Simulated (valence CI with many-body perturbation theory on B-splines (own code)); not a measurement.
# Tb LXI: E2, E3, M1, M2 decay

Method: valence CI with perturbative core correlation (CI+MBPT): three valence electrons over a frozen Dirac-Fock core [He], radial functions for each j: 11 s, 11 p, 9 d, 7 f, 5 g, 2 h, 1 i, with the one-electron correlation potential Σ1, the two-electron term Σ2, the three-electron term Σ3, Breit, model QED; selected CI, second order for the rest (own B-spline code, finite nucleus).

No measured spectrum was set against this ion. As an estimate, large intervals hold to a few tenths of a per cent, small ones and those within an open d or f shell to about a per cent.

Lines 1 to 30 of 30 in falling wavelength, among levels below 76923 × 10³ cm⁻¹, chosen from the decays that carry over 1 % of a level's rate. Wavelengths and rates use the calculated energies. Electric multipoles are in the length gauge, E1 and E2 with the static RPA response of the core. S is in atomic units (e²a₀⁴ for E2 and M2, e²a₀⁶ for E3), for M1 in squared Bohr magnetons. Weak lines are less certain than strong ones. Lines between different terms over intervals too small for the method are left out, as are lines whose strength nearly cancels. The highest levels of a list are the least certain.

Levels are named by their leading jj configuration (3d3/2^4 stands for four electrons in 3d with j = 3/2), which in mixed levels can hold well under half, so a name can repeat and another be missing. Letters in brackets count levels of one name in rising energy.

| λ vac (Å) | Upper | Lower | Type | A (s⁻¹) | S (a.u.) |
| --- | --- | --- | --- | --- | --- |
| 16.56 | (2s 2p1/2 2p3/2) J=3/2 [a] | (2s 2p1/2^2) J=1/2 | M1 | 2.56e+09 | 1.73e+00 |
| 15.98 | (2s 2p3/2 3d5/2) J=9/2 | (2s 2p1/2 3d5/2) J=7/2 | M1 | 2.42e+09 | 3.65e+00 |
| 15.23 | (2s^2 2p3/2) J=3/2 | (2s^2 2p1/2) J=1/2 | M1 | 2.45e+09 | 1.28e+00 |
| 1.737 | (2s^2 3p1/2) J=1/2 | (2s^2 2p3/2) J=3/2 | E2 | 1.39e+12 | 3.93e-05 |
| 1.710 | (2s 2p3/2 3p3/2) J=7/2 | (2s 2p3/2^2) J=3/2 | E2 | 4.08e+10 | 4.27e-06 |
| 1.689 | (2s 2p3/2 3p3/2) J=7/2 | (2s 2p3/2^2) J=5/2 | E2 | 4.66e+11 | 4.57e-05 |
| 1.686 | (2s 2p3/2 3p3/2) J=1/2 [b] | (2s 2p3/2^2) J=3/2 | E2 | 8.12e+11 | 1.97e-05 |
| 1.685 | (2s 2p1/2 3p3/2) J=5/2 | (2s 2p1/2 2p3/2) J=5/2 | E2 | 3.78e+11 | 2.74e-05 |
| 1.681 | (2s^2 3p3/2) J=3/2 | (2s^2 2p3/2) J=3/2 | E2 | 6.91e+11 | 3.31e-05 |
| 1.665 | (2s 2p3/2 3p3/2) J=1/2 [b] | (2s 2p3/2^2) J=5/2 | E2 | 2.74e+11 | 6.26e-06 |
| 1.663 | (2s 2p3/2 3d5/2) J=9/2 | (2s 2p3/2^2) J=5/2 | M2 | 2.93e+10 | 3.32e-06 |
| 1.663 | (2s 2p3/2 3d5/2) J=9/2 | (2s 2p3/2^2) J=5/2 | E3 | 1.71e+09 | 1.92e-06 |
| 1.524 | (2s 2p3/2 3p3/2) J=7/2 | (2s 2p1/2 2p3/2) J=5/2 | E2 | 3.58e+11 | 2.10e-05 |
| 1.522 | (2s 2p1/2 3p3/2) J=5/2 | (2s 2p1/2^2) J=1/2 | E2 | 7.64e+11 | 3.34e-05 |
| 1.517 | (2s 2p3/2 3p3/2) J=7/2 | (2s 2p1/2 2p3/2) J=3/2 [a] | E2 | 5.64e+11 | 3.23e-05 |
| 1.516 | (2s 2p3/2 3p3/2) J=1/2 [b] | (2s 2p1/2 2p3/2) J=3/2 [b] | E2 | 7.98e+11 | 1.14e-05 |
| 1.514 | (2s^2 3p3/2) J=3/2 | (2s^2 2p1/2) J=1/2 | E2 | 8.37e+11 | 2.37e-05 |
| 1.503 | (2s 2p3/2 3d5/2) J=9/2 | (2s 2p1/2 2p3/2) J=5/2 | M2 | 9.58e+09 | 6.56e-07 |
| 1.503 | (2s 2p3/2 3d5/2) J=9/2 | (2s 2p1/2 2p3/2) J=5/2 | E3 | 1.55e+09 | 8.52e-07 |
| 1.496 | (2s 2p3/2 3d5/2) J=9/2 | (2s 2p1/2 2p3/2) J=3/2 [a] | E3 | 3.03e+09 | 1.62e-06 |
| 1.483 | (2p1/2 2p3/2 3d3/2) J=5/2 [a] | (2s 2p1/2 2p3/2) J=1/2 | E2 | 1.30e+12 | 4.98e-05 |
| 1.481 | (2p1/2 2p3/2 3d3/2) J=7/2 | (2s 2p1/2 2p3/2) J=3/2 [b] | E2 | 1.70e+12 | 8.64e-05 |
| 1.475 | (2s 2p1/2 3d3/2) J=5/2 | (2s^2 2p1/2) J=1/2 | E2 | 2.12e+12 | 7.93e-05 |
| 1.472 | (2p1/2^2 3d3/2) J=3/2 | (2s 2p1/2^2) J=1/2 | E2 | 4.07e+12 | 1.01e-04 |
| 1.470 | (2p1/2 2p3/2 3d3/2) J=7/2 | (2s 2p1/2 2p3/2) J=5/2 | E2 | 1.96e+12 | 9.60e-05 |
| 1.466 | (2p1/2 2p3/2 3d3/2) J=5/2 [a] | (2s 2p1/2 2p3/2) J=3/2 [a] | E2 | 1.91e+12 | 6.91e-05 |
| 1.465 | (2p1/2 2p3/2 3d3/2) J=1/2 [a] | (2s 2p1/2 2p3/2) J=3/2 [a] | E2 | 3.72e+12 | 4.49e-05 |
| 1.463 | (2p1/2 2p3/2 3d3/2) J=7/2 | (2s 2p1/2 2p3/2) J=3/2 [a] | E2 | 4.39e+11 | 2.10e-05 |
| 1.459 | (2p1/2 2p3/2 3d5/2) J=9/2 | (2s 2p1/2 2p3/2) J=5/2 | E2 | 4.28e+12 | 2.52e-04 |
| 1.455 | (2p1/2 2p3/2 3d5/2) J=7/2 [a] | (2s 2p1/2 2p3/2) J=3/2 [a] | E2 | 3.79e+12 | 1.77e-04 |
